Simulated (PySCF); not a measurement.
# An isoelectronic series: HfO₂, TaO₂⁺, WO₂²⁺

Level: PBE0 in the def2-TZVP basis family, computed in PySCF with density fitting; scalar-relativistic core potentials for atoms from Rb on, none lighter, no spin–orbit coupling; open shells unrestricted.

Each entry is the lowest minimum that a search over a few typed start shapes (and spin states, where more than one is plausible) found, or that minimum re-optimised at the stated level; isomers with ligand–ligand bonds, or fragments after loss of a ligand pair, can lie lower.

| molecule | 2S+1 | point group | mean bond to the central atom (Å) | gap (eV) | dipole (D) | atomisation (kJ/mol) | distinct angles (°) |
| --- | --- | --- | --- | --- | --- | --- | --- |
| HfO₂ | 1 | C2v | 1.776 | 3.30 | 8.10 | 1302 | 108 |
| TaO₂⁺ | 1 | C2v | 1.688 | 4.21 | 6.11 | – | 103 |
| WO₂²⁺ | ? | ? | ? | ? | ? | ? | ? |

(1) Fill in the row of WO₂²⁺.

Answers

(1) 2S+1: 1; point group: C2v; mean bond to the central atom (Å): 1.638; gap (eV): 4.53; dipole (D): 3.80; distinct angles (°): 101.

The bond shortens at every step; the largest change, -0.088 Å, falls between HfO₂ and TaO₂⁺ among the members listed.

Spin–orbit coupling can matter for HfO₂, TaO₂⁺, WO₂²⁺.

Left out of the table are members whose search was unfinished or whose lowest solution was spin-contaminated, unstable, very soft or bonded differently.
